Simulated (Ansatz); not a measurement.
Spectroscopic constants of HfAs, multiplicity 4 (an upper state: multiplicity 2 came lower at PBE0/def2-TZVPP). No spin–orbit coupling. As is treated without relativity.

The constants come from a fifth-degree fit in 1/R (seven points, main isotopes). In def2 and cc sets the state is the lowest found near the PBE0 minimum, followed along R.

Run with Ansatz (an electronic-structure program). Each number belongs to the level named beside it. In def2 rows elements past Kr take small-core potentials, without spin–orbit coupling.

Energies at PBE0/def2-TZVPP:

```
R (Å)        E (hartree)
--------  --------------
2.275306  -2283.46652175
2.336470  -2283.47285194
2.392741  -2283.47588514
2.456352  -2283.47672483
2.519963  -2283.47538146
2.593360  -2283.47175763
2.678989  -2283.46549948
```

Task: With a reduced mass of 52.8975 u, find the minimum, the force constant and the constants.

Result: A fifth-degree polynomial in 1/R puts the minimum at r_e = 2.4465 Å with force constant 243 N/m. Then ω_e = (1/2πc)√(k/μ) = 279 cm⁻¹ and B_e = h/(8π²cμr_e²) = 0.05324 cm⁻¹; the cubic and quartic terms give α_e = 0.00013 and ω_e x_e = 0.53 cm⁻¹.
